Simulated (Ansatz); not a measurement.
GeHF₃, 5 atoms. Hardware: 2 threads of AMD EPYC 7R13 on a shared host.

The 6-31G sets use Cartesian d functions.

Problem. How many basis functions does each of these Ansatz runs have, and roughly what does it cost? PBE0-D4/def2-TZVP, charge 0 singlet, energy, from earlier orbitals; PBE-D4/def2-TZVP, charge 1 doublet at the geometry of the charge 0 singlet, energy, from earlier orbitals; HF/STO-3G, charge 0 singlet, energy; B3LYP-D4/6-31G, charge 0 singlet, energy; HSE06-D4/def2-TZVP, charge 0 singlet, energy, from earlier orbitals; r2SCAN-D4/def2-TZVP, charge 0 singlet, energy and forces, from earlier orbitals; PBE-D4/def2-SVP, charge 0 singlet, energy, from earlier orbitals; PBE-D4/def2-TZVP, charge 0 singlet, energy, from earlier orbitals; PBE0-D4/def2-TZVP, charge 1 doublet at the geometry of the charge 0 singlet, energy, from earlier orbitals; PBE0-D4/def2-SVP, charge 1 doublet at the geometry of the charge 0 singlet, energy with a search over starts; CAM-B3LYP-D4/def2-TZVP, charge 0 singlet, energy, from earlier orbitals; PBE0-D4/def2-TZVP, charge 1 doublet, relaxation, 6 steps.

Solution. Other jobs shared the machine, so times can vary by a factor of up to 3. A dash marks memory too small to be measured apart from the calling script's.

| run | functions | fitting or Cholesky vectors | wall time | peak host memory (GiB) |
| --- | --- | --- | --- | --- |
| HF/STO-3G, charge 0 singlet, energy | 34 | 420 | 0.2 s | – |
| PBE-D4/def2-SVP, charge 0 singlet, energy, from earlier orbitals | 79 | 853 | 0.65 s | – |
| B3LYP-D4/6-31G, charge 0 singlet, energy | 58 | 522 | 0.8 s | – |
| PBE-D4/def2-TZVP, charge 0 singlet, energy, from earlier orbitals | 147 | 870 | 1.1 s | – |
| PBE0-D4/def2-TZVP, charge 0 singlet, energy, from earlier orbitals | 147 | 913 | 1.6 s | – |
| HSE06-D4/def2-TZVP, charge 0 singlet, energy, from earlier orbitals | 147 | 913 | 1.7 s | – |
| CAM-B3LYP-D4/def2-TZVP, charge 0 singlet, energy, from earlier orbitals | 147 | 901 | 1.8 s | – |
| r2SCAN-D4/def2-TZVP, charge 0 singlet, energy and forces, from earlier orbitals | 147 | 870 | 2.3 s | – |
| PBE-D4/def2-TZVP, charge 1 doublet at the geometry of the charge 0 singlet, energy, from earlier orbitals | 147 | 870 | 2.5 s | – |
| PBE0-D4/def2-SVP, charge 1 doublet at the geometry of the charge 0 singlet, energy with a search over starts | 79 | 745 | 3.9 s | – |
| PBE0-D4/def2-TZVP, charge 1 doublet at the geometry of the charge 0 singlet, energy, from earlier orbitals | 147 | 913 | 3.9 s | – |
| PBE0-D4/def2-TZVP, charge 1 doublet, relaxation, 6 steps | 147 | 913 | 17 s | – |
